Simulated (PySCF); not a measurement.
Cd(F)(Me) (CH₃CdF), SMILES [CH3][Cd][F]. Geometry: B3LYP-D3(BJ)/def2-TZVP. The def2 effective core potentials stand for the cores of Cd; spin–orbit coupling is left out.

Give the equilibrium geometry at B3LYP-D3(BJ)/def2-TZVP (PySCF confirms it by a frequency run) as bond lengths and angles, and its point group. (The exact figures need the calculation; the answer reports its results.)

point group C3v.
Atoms: Cd1 F2 C3 H4 H5 H6. Bond lengths (Å): Cd1–F2 1.961, Cd1–C3 2.100, C3–H4 1.088, C3–H5 1.088, C3–H6 1.088. Angles (°): F2–Cd1–C3 180.0, Cd1–C3–H4 109.2, Cd1–C3–H5 109.2, Cd1–C3–H6 109.2, H4–C3–H5 109.7, H4–C3–H6 109.7, H5–C3–H6 109.7.
